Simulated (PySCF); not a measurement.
PbS, SMILES [S]=[Pb] (connectivity only; charge and spin as stated), neutral, multiplicity 1.

The structure is a stationary point at B3LYP-D3(BJ)/def2-TZVP. The def2 effective core potentials stand for the cores of Pb; spin–orbit coupling is left out.

All values below come from B3LYP-D3(BJ)/def2-TZVP run with PySCF.

Frequencies are harmonic and unscaled.

```csv
mode,ν (cm⁻¹),IR (km/mol),Raman (Å⁴/amu),depolarisation,moving atoms (share of kinetic energy)
1,435,36.7,32.7,0.27,"S 87 %, Pb 13 %"
```
